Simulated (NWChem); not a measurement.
System: SiH2OClF; SMILES [Si@H](O)(Cl)F

Here is an NWChem input.

```
start job
memory heap 200 mb stack 900 mb global 1100 mb
geometry units angstroms noautosym nocenter noautoz
  O      1.288593     1.252702     0.253042
  Si     0.003459     0.458002    -0.372468
  F     -1.373771     1.030638     0.242919
  Cl     0.053935    -1.533147     0.119081
  H      1.499411     1.141607     1.185377
  H      0.006676     0.651724    -1.829593
end
basis spherical
  O library pcsseg-1
  Si library pcsseg-1
  F library pcsseg-1
  Cl library pcsseg-1
  H library pcsseg-1
end
dft
  xc xpbe96 cpbe96
  iterations 150
end
property
  shielding
end
task dft property
```

Structure relaxed at the PBE0/def2-SVP level.

GIAO values for the isolated, static molecule; σ is the absolute isotropic shielding, δ = σ(reference) − σ with the isolated reference molecule computed at the same levels (19F: trichlorofluoromethane, 1H: tetramethylsilane, 17O: water, 29Si: tetramethylsilane).

Atoms are numbered as in the input.

**Question.** Give the results of this calculation. (PBE/pcSseg-1, GIAO.) Quantities: δ O1 (ppm); δ Si2 (ppm); δ F3 (ppm); σ Cl4 (ppm); δ H5 (ppm); δ H6 (ppm).

**Answer.** The δ O1 (ppm) comes out as 88.6. The δ Si2 (ppm) comes out as -30.2. The δ F3 (ppm) is -128.2 and the σ Cl4 (ppm) is 834.1. The δ H5 (ppm) is 2.59. The δ H6 (ppm) is 5.08.
